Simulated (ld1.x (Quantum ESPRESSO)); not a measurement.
## Ranking TM potentials for germanium (Ge)

All share these settings but for the change named:

```json
{
 "Element": "germanium (Ge)",
 "Generator": "ld1.x (Quantum ESPRESSO) 7.5",
 "Type": "norm-conserving Troullier–Martins (Kleinman–Bylander form)",
 "Functional": "PBE",
 "Relativity": "scalar-relativistic",
 "Frozen core": "[Ar] 3d10",
 "Valence charge": "4",
 "Reference configuration": "4s2 4p2",
 "Partial waves": "4s (bound): rc 1.75 bohr; 4p (bound): rc 2.35 bohr; 4d channel at 0.2 Ry: rc 2.25 bohr",
 "Local potential": "all-electron potential smoothed inside 2.00 bohr (lloc = -1)",
 "Core correction": "none"
}
```

Cutoff: the first of the cutoffs (Ry, on a coarse ladder) from which the occupation-weighted sum of valence levels, in a spherical-Bessel basis at the reference potential, stays within 10 and 1 mRy of its value at 400 Ry; the density cutoff is not measured.

The base gives 18 Ry.

Of 10 variants that were run, those that failed, showed a ghost or another fault, or gave nearly equal values are left out.

A variant can come out equal or close to the base.

(1) Rank these variants from softest to hardest (loose cutoff).
A. local potential the s channel
B. type ultrasoft; waves now 4s (bound): rcut 1.50, rcutus 1.75 bohr; 4s channel at -0.35 Ry: rcut 1.50, rcutus 1.75 bohr; 4p (bound): rcut 2.05, rcutus 2.35 bohr; 4p channel at 2.6 Ry: rcut 2.05, rcutus 2.35 bohr; 4d channel at 0.2 Ry: rcut 1.95, rcutus 2.25 bohr; 4d channel at 2.2 Ry: rcut 1.95, rcutus 2.25 bohr; local potential all-electron potential smoothed inside 1.55 bohr (lloc = -1); augmentation PSQ, radius 1.30 bohr
C. wave 4p (bound): rc 2.35 bohr becomes 4p (bound): rc 1.58 bohr
D. wave 4s (bound): rc 1.75 bohr becomes 4s (bound): rc 1.26 bohr
E. wave 4d channel at 0.2 Ry: rc 2.25 bohr becomes 4d channel at -0.18 Ry: rc 2.25 bohr

Answers

(1) B (10 Ry), E (18 Ry), A (25 Ry), C (30 Ry), D (50 Ry).
